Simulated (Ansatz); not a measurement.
Total energies of (H3Sn)2S (Sn2H6S) from Ansatz at PBE0-D4/def2-TZVP, gas phase (1 Eh = 27.2114 eV = 2625.5 kJ/mol). The reference geometry is relaxed at r2SCAN-D4/def2-SVP.

```xyz
9

Sn    1.026    1.163    1.013
H     0.946    2.386   -0.185
H     2.413    1.340    1.994
H    -0.410    1.169    1.953
S     1.272   -1.008   -0.057
Sn   -0.953   -1.221   -1.016
H    -0.858   -2.555   -2.080
H    -2.093   -1.496    0.234
H    -1.342    0.224   -1.856
```

| state | geometry | energy (Eh) |
| --- | --- | --- |
| charge 0 singlet | reference | -830.28981 |
| charge 1 doublet | reference | -829.96227 |
| free Sn atom (triplet) | – | -214.25870 |
| free H atom (doublet) | – | -0.50104 |
| free S atom (triplet) | – | -397.97371 |

In the def2 sets Sn takes a core potential; there is no spin–orbit coupling.

Problem. Work out the vertical ionisation energy to the doublet.

Solution. E(charge 1 doublet) − E(charge 0 singlet) = -829.96227 − (-830.28981) = 0.32754 Eh = 8.91 eV. For comparison, −ε of the highest occupied level is 7.08 eV at this level, 1.83 eV less.

Problem. What is the binding energy per atom against free atoms?

Solution. Atoms: 2 × (-214.25870) + 6 × (-0.50104) + 1 × (-397.97371) = -829.49735 Eh. Binding: -829.49735 − (-830.28981) = 0.79246 Eh = 21.56 eV, or 2.40 eV for each of 9 atoms (no zero-point energy, no counterpoise term).
